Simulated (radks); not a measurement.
The numbers below are computed, except where a source is named.
Q: The table gives one normalised radial function P(r) = r R(r) of Pr4+ in [Xe] 4f1 (r in bohr). Level of theory: scalar-relativistic Kohn-Sham, Slater X-alpha with alpha = 0.846, spin-polarised, spherical densities, point nucleus; open shells are filled with parallel spins first (spin-orbit coupling, left out, can overturn this in heavy ions) (a radial shooting solver on a logarithmic mesh with Libxc functionals).

r,P
0.002562,0.0813
0.002935,0.0896
0.003362,0.0984
0.003883,0.1082
0.004449,0.1176
0.005097,0.1271
0.005839,0.1363
0.006744,0.1453
0.007726,0.1527
0.008852,0.1584
0.01014,0.1615
0.01171,0.1613
0.01342,0.1567
0.01537,0.1468
0.01761,0.1306
0.02018,0.1072
0.0233,0.0740
0.0267,0.0344
0.03059,-0.0124
0.03505,-0.0649
0.04047,-0.1234
0.04637,-0.1766
0.05312,-0.2218
0.06086,-0.2519
0.07029,-0.2588
0.08053,-0.2346
0.09226,-0.1764
0.1057,-0.0849
0.1221,0.0402
0.1399,0.1691
0.1602,0.2854
0.1836,0.3625
0.212,0.3736
0.2429,0.3006
0.2783,0.1473
0.3188,-0.0637
0.3653,-0.2891
0.4218,-0.4804
0.4833,-0.5586
0.5537,-0.5003
0.6344,-0.3022
0.7326,0.0223
0.8394,0.3718
0.9616,0.6891
1.102,0.9128
1.272,1.0095
1.458,0.9673
1.67,0.8248
1.913,0.6287
2.21,0.4164
2.532,0.2489
2.9,0.1303
3.323,0.0590
3.838,0.0213
4.397,0.0068
5.037,0.0017

Which n and l does it have? It may be an empty orbital.

A: n = 5, l = 0: the number of nodes gives n - l - 1 = 4, the rise at small r (about r^(l+1), flatter next to the nucleus through relativity) gives l, and the extent must fit the shell. The curve is that of 5s down; the table hardly tells the two spins apart. 5s down: eigenvalue -83.425 eV, 4 radial nodes at r = 0.0296, 0.117, 0.307, 0.726 bohr, <r> = 1.41 bohr, 90 % of the charge inside 2.01 bohr.
